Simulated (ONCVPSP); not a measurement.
**Scattering properties, ONCV potential for B**

boron, optimised norm-conserving Vanderbilt (ONCV), made with ONCVPSP 4.0.1 (BLYP, scalar-relativistic). Core [He], reference 2s2 2p1. Waves: 2s: rc 1.35 bohr, ncon 3, nbas 8, qcut 3.9 1/bohr, 2 projectors, debl 2.4 Ha; 2p: rc 2.90 bohr, ncon 4, nbas 8, qcut 4.6 1/bohr, 2 projectors, debl 2.9 Ha. Local part: polynomial inside 1.20 bohr (lpopt 5, dvloc0 6 Ha). Core correction: none.

The phase is arctan(r·R′/R) of the radial function R(r), unwrapped; energies in Ha, scanned from -2 to 5 Ha. A pole is an energy at which the radial function vanishes at the test radius. The pseudo phase is shifted by a multiple of π to meet the all-electron one at the reference energy, and phase errors are pseudo minus all-electron; the curves can meet again beyond the range given. Levels narrower than the energy grid can be missing from the lists of poles.

Problem. For each channel, where are the poles, and over which energies does the pseudopotential scatter like the atom?

Solution.

```
channel  radius (bohr)  reference energy (Ha)  poles, all-electron  poles, pseudo  unbroken range about the reference energy with phases within 0.05 rad  phase error 1 Ha above the reference energy (rad)
      s           1.37                  -0.34                 2.96           2.96                                                        the whole range                                             -0.000
      p           2.94                  -0.13     0.07, 1.87, 4.90     0.07, 1.92                                                              below 0.4                                             +0.159
```

Phases in the p channel:

| E (Ha) | all-electron | pseudo |
| --- | --- | --- |
| -1.98 | 1.358 | 1.358 |
| -1.80 | 1.345 | 1.345 |
| -1.62 | 1.328 | 1.328 |
| -1.44 | 1.308 | 1.308 |
| -1.26 | 1.282 | 1.282 |
| -1.08 | 1.246 | 1.247 |
| -0.90 | 1.195 | 1.196 |
| -0.72 | 1.112 | 1.114 |
| -0.54 | 0.947 | 0.951 |
| -0.36 | 0.463 | 0.471 |
| -0.18 | -0.859 | -0.859 |
| 0.00 | -1.468 | -1.466 |
| 0.18 | -1.714 | -1.704 |
| 0.36 | -1.942 | -1.910 |
| 0.54 | -2.371 | -2.255 |
| 0.72 | -3.404 | -3.113 |
| 0.90 | -4.136 | -4.001 |
| 1.08 | -4.397 | -4.338 |
| 1.26 | -4.522 | -4.489 |
| 1.44 | -4.598 | -4.576 |
| 1.62 | -4.652 | -4.636 |
| 1.80 | -4.696 | -4.684 |
| 1.98 | -4.736 | -4.727 |
| 2.16 | -4.776 | -4.770 |
| 2.34 | -4.823 | -4.819 |
| 2.52 | -4.886 | -4.883 |
| 2.70 | -4.986 | -4.986 |
| 2.88 | -5.202 | -5.200 |
| 3.06 | -5.904 | -5.849 |
| 3.24 | -7.078 | -6.989 |
| 3.42 | -7.471 | -7.419 |
| 3.60 | -7.614 | -7.576 |
| 3.78 | -7.688 | -7.656 |
| 3.96 | -7.734 | -7.705 |
| 4.14 | -7.767 | -7.739 |
| 4.32 | -7.793 | -7.764 |
| 4.50 | -7.814 | -7.784 |
| 4.68 | -7.833 | -7.801 |
| 4.86 | -7.850 | -7.816 |
